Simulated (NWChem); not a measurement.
Species: C3H6OSi; SMILES C1=CO[SiH2]C1

```xyz
11

C     -0.4237     1.4536     0.0000
C      0.8970     1.1594     0.0000
O      1.3084    -0.1517     0.0000
Si    -0.0974    -1.1606     0.0000
C     -1.3648     0.2627     0.0000
H     -0.7855     2.4923     0.0000
H      1.7225     1.8891     0.0000
H     -0.0881    -2.0289     1.2251
H     -0.0881    -2.0289    -1.2251
H     -2.0302     0.2457    -0.8909
H     -2.0302     0.2457     0.8909
```
Atoms are numbered in this order, from 1.

Level: PBE-D3(BJ)/def2-SVP (NWChem), optimised geometry, unscaled harmonic frequencies. 

List the harmonic frequencies with IR intensities, and the thermochemistry.


```
frequency (cm⁻¹)  IR intensity (km/mol)
----------------  ---------------------
105                                 0.1
415                                 7.5
454                                10.4
489                                24.2
648                                 4.7
658                                23.9
692                                40.4
723                                51.4
753                                 6.5
806                                14.5
848                                67.1
893                                 2.7
938                                27.8
948                               130.4
1033                               86.7
1069                               11.3
1143                                2.2
1186                              106.7
1313                                5.6
1362                                2.7
1633                               86.7
2176                              111.9
2180                              135.7
2972                               14.9
3014                                4.1
3124                                2.4
3146                               12.6
```

- zero-point energy: 49.6 kcal/mol
- thermal correction to the enthalpy at 298.15 K (with zero-point energy): 53.6 kcal/mol
- heat capacity Cv: 20.2 cal/(mol K)
- entropy at 298.15 K and 1 atm (symmetry number 1): 73.3 cal/(mol K)
- dipole moment: 1.35 D

Rigid rotor and harmonic oscillator.
